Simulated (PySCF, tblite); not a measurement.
Problem. Give a GFN2-xTB geometry of `C=C(F)C#CCC`.

Solution. 
Z-matrix in Å and degrees, rows numbered from 1:
```
C 
C   1  1.3264
F   2  1.3567  1  119.88
C   2  1.4125  1  125.81  3   179.98
C   4  1.2037  2  176.84  1   179.42
C   5  1.4454  4  176.24  1     0.11
C   6  1.5295  5  111.10  1    -0.10
H   1  1.0747  2  121.06  3    -0.03
H   1  1.0733  2  120.49  3   179.93
H   6  1.0942  5  108.77  7  -121.35
H   6  1.0942  5  108.69  7   121.30
H   7  1.0877  6  110.38  5    59.88
H   7  1.0875  6  110.13  5   179.92
H   7  1.0877  6  110.39  5   -59.96
```

The 7 heavy atoms lie in one plane (0.000 Å rms). The 5 C–C bonds span 1.204 Å (C4≡C5, drawn triple) to 1.529 Å (C6–C7, drawn single), a spread of 0.325 Å.

The geometry is computed with GFN2-xTB (gas phase).

Point group: Cs (every atom within 0.08 Å of its image). Whether it is a minimum is left open (no frequencies).

***

Task: What does the GFN2-xTB structure of `[SiH2](C=C)O` look like in three dimensions?

Result: 
Z-matrix in Å and degrees, rows numbered from 1:
```
C 
C   1  1.3242
Si  2  1.8859  1  125.01
O   3  1.6269  2  111.94  1     4.94
H   1  1.0802  2  123.00  3   179.85
H   1  1.0796  2  121.63  3     0.34
H   2  1.0832  1  117.98  3  -179.71
H   3  1.4680  2  107.71  1   126.38
H   3  1.4571  2  112.25  1  -108.33
H   4  0.9532  3  121.72  2    53.05
```

The 4 heavy atoms lie in one plane (0.019 Å rms). Si3 (oxygen-bound silicon) is distorted tetrahedral (angles from 101.4° to 113.2°).

Computed geometry: GFN2-xTB, gas phase.

Its GFN2-xTB frequencies are all real (lowest 81 cm⁻¹). The numbers are those of one conformer (C1–C2–Si3–O4 5°, C2–Si3–O4–H 53°). 2 starts were optimised and ended at 0.00 and 0.93 kcal/mol (GFN2-xTB); the lowest of these is shown.
